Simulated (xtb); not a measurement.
C₄H₇F, SMILES C=C[C@H](C)F. All values are semi-empirical tight-binding results from xtb (GFN2-xTB unless named), good for trends rather than for accurate numbers. Coordinates come from a GFN2-xTB optimisation. Other conformers were not sampled.

Optimised geometry:

```xyz
12

C      1.8586     0.5351    -0.0281
C      0.8863    -0.1011    -0.6518
C     -0.4183    -0.4943    -0.0234
C     -1.5957     0.2337    -0.6655
F     -0.4112    -0.2133     1.3307
H      1.7742     0.8075     1.0103
H      2.7743     0.8008    -0.5271
H      0.9654    -0.3788    -1.6938
H     -0.5576    -1.5837    -0.0964
H     -2.5199    -0.0426    -0.1640
H     -1.6658    -0.0315    -1.7162
H     -1.4551     1.3083    -0.5759
```

Computed properties:
| Item | Result |
|---|---|
| orbital gap | 5.44 eV |
| dipole moment | 2.25 D |
| zero-point energy | 61.7 kcal/mol |
| G − E(el) at 298.15 K (modified RRHO) | 43.3 kcal/mol |
| static polarisability (D4 model) | 51.5 bohr³ |
| solvation energy, GFN2-xTB/ALPB(water) | -2.4 kcal/mol |
| solvation energy, GFN2-xTB/ALPB(thf) | -5.0 kcal/mol |

Computed IR lines (harmonic; lines under 4 % of the strongest left out, lines within 3 cm⁻¹ merged):
ν (cm⁻¹): 254 (w), 410 (w), 568 (w), 662 (w), 840 (m), 903 (m), 931 (s), 1014 (s), 1018 (m), 1052 (m), 1096 (s), 1147 (vs), 1260 (w), 1300 (m), 1394 (m), 1474 (w), 1487 (w), 1716 (w), 2871 (vs), 3044 (m), 3048 (m), 3056 (m), 3068 (vs), 3111 (m), 3139 (s) (against the strongest line: vs over 80 %, s over 45 %, m over 15 %, w over 4 %, vw less)

Problem. Give the atomic charges and the Wiberg bond orders between heavy atoms. (Estimate from the structure and the level; the computed values follow.)

Solution. charges (e) C1 -0.08, C2 -0.04, C3 0.15, C4 -0.11, F5 -0.26, H6 0.06, H7 0.04, H8 0.04, H9 0.04, H10 0.06, H11 0.05, H12 0.06. Bond orders C1–C2 1.98, C2–C3 1.01, C3–C4 0.99, C3–F5 0.92.
